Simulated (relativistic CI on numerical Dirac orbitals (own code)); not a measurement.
Ni⁴⁺ (3d6) in a crystal field

Calculated by Dirac-Coulomb-Breit CI, separate exchange-only KLI orbitals for each configuration, model QED, valence Slater integrals scaled by 0.85, one configuration in a parametric crystal field (own radial code).

Field parameters in Wybourne normalisation: Oh B⁴₀ = 21Dq, B⁴₄ = √(5/14) B⁴₀. The field is a parameter set, without covalency.

S is read from ⟨S²⟩ = S(S + 1).

Site symmetry Oh; labels are those of the double group. Computed levels in cm⁻¹ above the lowest, in rising order:

```tsv
Δ (size of 10Dq)	Lowest	No. 2	No. 3	No. 4	No. 5	No. 6	No. 7	No. 8
5000	T2	337 E	390 T1	811 A1	962 T1	1053 T2	5676 A2	5708 T2
9000	T2	361 E	403 T1	876 A1	977 T1	1042 T2	9654 A2	9665 T2
13000	T2	364 E	404 T1	885 A1	974 T1	1031 T2	13637 E	13638 T2
17000	T2	357 E	400 T1	862 A1	957 T1	1014 T2	7273 A1	11229 E
21000	A1	218 T2	553 E	606 T1	1112 A1	1136 T1	1197 T2	7731 E
25000	A1	7760 T2	8022 E	8105 T1	8425 A1	8566 T1	8618 T2	11573 E
29000	A1	14820 E	14881 T2	15032 T1	15190 A1	15516 T2	15965 T1	16346 E
33000	A1	19110 E	19126 T2	19602 T1	19905 A1	23216 T2	23599 T1	23679 E
37000	A1	23095 E	23117 T2	23649 T1	23973 A1	30726 T1	30855 T2	30864 E
41000	A1	27059 E	27084 T2	27631 T1	27954 A1	35315 T1	35520 E	36093 T2
```

Ground-state S against |10Dq| in cm⁻¹: 5000: 2.00, 9000: 2.00, 13000: 2.00, 17000: 2.00, 21000: 0.34, 25000: 0.04, 29000: 0.03, 33000: 0.02, 37000: 0.01, 41000: 0.01.

The spin changes between |10Dq| = 17000 and 21000 cm⁻¹.
